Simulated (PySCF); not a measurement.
## Magnetisability: `O=C[C@@H]1CCCCS1`, C$_{6}$H$_{10}$OS

Molfile (atoms numbered from 1):
```
C6H10OS
     RDKit          3D

 18 18  0  0  0  0  0  0  0  0999 V2000
    1.3999   -1.0249    1.6069 O   0  0  0  0  0  0  0  0  0  0  0  0
    1.6753   -1.2247    0.4532 C   0  0  0  0  0  0  0  0  0  0  0  0
    1.2217   -0.4164   -0.7222 C   0  0  2  0  0  0  0  0  0  0  0  0
    0.8262    1.0366   -0.5041 C   0  0  0  0  0  0  0  0  0  0  0  0
   -0.3058    1.2387    0.5029 C   0  0  0  0  0  0  0  0  0  0  0  0
   -1.5839    0.5192    0.0802 C   0  0  0  0  0  0  0  0  0  0  0  0
   -1.3810   -0.9853    0.0599 C   0  0  0  0  0  0  0  0  0  0  0  0
   -0.2025   -1.4634   -1.2404 S   0  0  0  0  0  0  0  0  0  0  0  0
    2.2331   -2.1298    0.1457 H   0  0  0  0  0  0  0  0  0  0  0  0
    1.9368   -0.5062   -1.5424 H   0  0  0  0  0  0  0  0  0  0  0  0
    1.7128    1.5763   -0.1604 H   0  0  0  0  0  0  0  0  0  0  0  0
    0.5293    1.4538   -1.4705 H   0  0  0  0  0  0  0  0  0  0  0  0
    0.0079    0.8717    1.4804 H   0  0  0  0  0  0  0  0  0  0  0  0
   -0.5040    2.3087    0.5904 H   0  0  0  0  0  0  0  0  0  0  0  0
   -1.8955    0.8583   -0.9110 H   0  0  0  0  0  0  0  0  0  0  0  0
   -2.3835    0.7546    0.7863 H   0  0  0  0  0  0  0  0  0  0  0  0
   -2.2998   -1.5176   -0.1828 H   0  0  0  0  0  0  0  0  0  0  0  0
   -0.9959   -1.3433    1.0162 H   0  0  0  0  0  0  0  0  0  0  0  0
  1  2  2  0
  2  3  1  0
  3  4  1  0
  4  5  1  0
  5  6  1  0
  6  7  1  0
  7  8  1  0
  8  3  1  0
  2  9  1  0
  3 10  1  6
  4 11  1  0
  4 12  1  0
  5 13  1  0
  5 14  1  0
  6 15  1  0
  6 16  1  0
  7 17  1  0
  7 18  1  0
M  END
```

Method: GIAO LC-wPBE/3-21G magnetisability, non-relativistic, IEF-PCM dichloromethane (PySCF 2.14.0). Geometry: GFN2-xTB.

Problem. What are the magnetisability and the molar susceptibility?

Solution. Isotropic -1423 × 10⁻³⁰ J/T², or -85.7 × 10⁻⁶ cm³/mol; principal values -1551, -1466, -1251 × 10⁻³⁰ J/T², anisotropy 268 × 10⁻³⁰ J/T² (root of half the summed squared differences of the principal values). The susceptibility is in cgs units.

Problem. Split it along the inertial axes a, b, c into diamagnetic and paramagnetic parts about the centre of mass, with the quadrupole moment.

Solution. 
| axis | χ (10⁻⁶ cm³/mol) | diamagnetic (10⁻⁶ cm³/mol) | paramagnetic (10⁻⁶ cm³/mol) | summed x² of all electrons (Å²) | quadrupole Θ (D Å) |
| --- | --- | --- | --- | --- | --- |
| a | -86.1 | -687.5 | 601.4 | 120.0 | +4.44 |
| b | -88.7 | -775.2 | 686.6 | 99.3 | -5.83 |
| c | -82.3 | -930.5 | 848.2 | 62.7 | +1.39 |

Anisotropies 2χaa − χbb − χcc = -1.3 and 2χbb − χaa − χcc = -9.0 × 10⁻⁶ cm³/mol. Θ is traceless in Buckingham's convention.
